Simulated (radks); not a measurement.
Results of a calculation; reference values are marked as such.
Coulomb parameter of the 4f shell of the promethium ion Pm2+ in the model configuration [Xe] 4f4 5d1, as a second difference U = [E(n + 1) + E(n - 1) - 2 E(n)] / (1)^2 with all orbitals relaxed. "Bare": the charge of the atom changes with n. "Screened": the 5d shell takes up the change at fixed total charge, which measures U(4f,4f) + U(5d,5d) - 2 U(4f,5d). Level of theory: scalar-relativistic Kohn-Sham, PBE, spin-unpolarised, spherical densities, point nucleus (a radial shooting solver on a logarithmic mesh with Libxc functionals).

| case | configuration | E - E(n) (eV) |
|---|---|---|
| start | [Xe] 4f4 5d1 | 0.000 |
| bare +1 | [Xe] 4f5 5d1 | -13.289 |
| bare -1 | [Xe] 4f3 5d1 | 29.461 |
| screened +1 | [Xe] 4f5 | -3.585 |
| screened -1 | [Xe] 4f3 5d2 | 8.186 |

U(bare) = 16.172 eV, U(screened by 5d) = 4.601 eV, against the Slater integral F0(4f,4f) = 26.698 eV with frozen orbitals.
